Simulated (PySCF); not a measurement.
## Property card for (NMe2)3Si-NH-SiH3, C6H22N4Si2

Species: (NMe2)3Si-NH-SiH3, C₆H₂₂N₄Si₂.
Bonds: Si1–N2, Si1–N5, Si1–N8, Si1–N11, N2–C3, N2–C4, N5–C6, N5–C7, N8–C9, N8–C10, N11–Si12. Hydrogens: H13, H14, H15 on C3; H16, H17, H18 on C4; H19, H20, H21 on C6; H22, H23, H24 on C7; H25, H26, H27 on C9; H28, H29, H30 on C10; H31 on N11; H32, H33, H34 on Si12.

From PBE0-D3(BJ)/def2-SVP geometry optimisation, gas phase (PySCF):

```
Point group                  : C1
Rotational constants A, B, C : 0.726, 0.609, 0.546 GHz
```

CAM-B3LYP/def2-SVPD ground state and vertical TDDFT (core frozen in the response) (PySCF):

```
Dipole moment                                                     : 1.17 D
HOMO energy                                                       : -7.41 eV
LUMO energy                                                       : 1.03 eV
HOMO–LUMO gap                                                     : 8.44 eV
Lowest singlet excitation                                         : 5.82 eV (213 nm, f = 0.005)
Strongest line among the 10 lowest singlet transitions            : S6 at 6.66 eV (186 nm, f = 0.034)
Lowest triplet excitation (Tamm–Dancoff)                          : 5.73 eV
Static isotropic polarisability                                   : 155.2 au
Electronic spatial extent ⟨r²⟩ about the centre of nuclear charge : 2834 bohr²
```

From KT2/pcSseg-1 ground state and GIAO shieldings, non-relativistic (PySCF):

```
13C chemical shifts (computed TMS as zero) by class         : 39.8 (C3/C4/C6/C7/C9/C10) ppm
1H chemical shifts (computed TMS as zero) by class          : 4.65 (H32/H33/H34), 2.62 (H13 and 17 like it), 0.04 (H31) ppm
Isotropic shieldings of nuclei other than C and H, by class : 225 (N2/N5/N8), 243 (N11), 396 (Si1), 418 (Si12) ppm
```

Monoisotopic mass from the formula: 206.1383 u.

A dipole of 1.17 D is allowed in C1, and pure rotational transitions are dipole-allowed. In wavenumbers S1 is 46900 cm⁻¹ (1 eV = 8065.54 cm⁻¹). S1 lies 2.62 eV below the HOMO–LUMO gap; its leading configuration is HOMO→LUMO, weight 0.75. The polarisability is 22.99 Å³ as a volume (1 au = 0.148185 Å³), or 1.36 au for each of the 114 electrons. No computed singlet falls in the visible range (750 to 380 nm, 1.65 to 3.26 eV); S1 lies 2.56 eV above its blue end.

One conformer (not necessarily the lowest) at the PBE0-D3(BJ)/def2-SVP geometry, without solvent or vibrations. NMR classes are plain means over equivalent atoms (diastereotopic ones count apart unless rotation or inversion swaps them), as if these changed places fast; in this geometry the members of some classes differ.
